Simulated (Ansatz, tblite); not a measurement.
Cost and result up the ladder for TeBr₂ (3 atoms). Total charge 0; singlet. Geometry: r2SCAN-D4/def2-TZVP.

```xyz
3

Te    0.457   -0.719   -0.626
Br   -1.160    1.085   -1.200
Br    0.703   -0.366    1.826
```

Ansatz on 4 threads of Intel Xeon on a shared host; xTB runs through tblite on one thread. Times are rough, summed over both states, and most runs start from the orbitals of an earlier one. PBE0-D4/def2-TZVP serves as the yardstick here, not as an exact answer. The other state is a doublet.

In the def2 sets Te takes a core potential; there is no spin–orbit coupling. The xTB rows come from tblite.

Raw xTB energies of ions are shifted by several eV.

| level | functions | wall time | vertical IE (eV) | difference from PBE0-D4/def2-TZVP (eV) |
| --- | --- | --- | --- | --- |
| GFN2-xTB | 27 | 0.02 s | 14.37 | 5.82 |
| GFN1-xTB | 27 | 0.022 s | 14.63 | 6.09 |
| PBE-D4/def2-TZVP | 146 | 5.9 s | 8.28 | -0.27 |
| r2SCAN-D4/def2-TZVP | 146 | 12 s | 8.42 | -0.12 |
| PBE0-D4/def2-TZVP | 146 | 13 s | 8.54 | 0.00 |
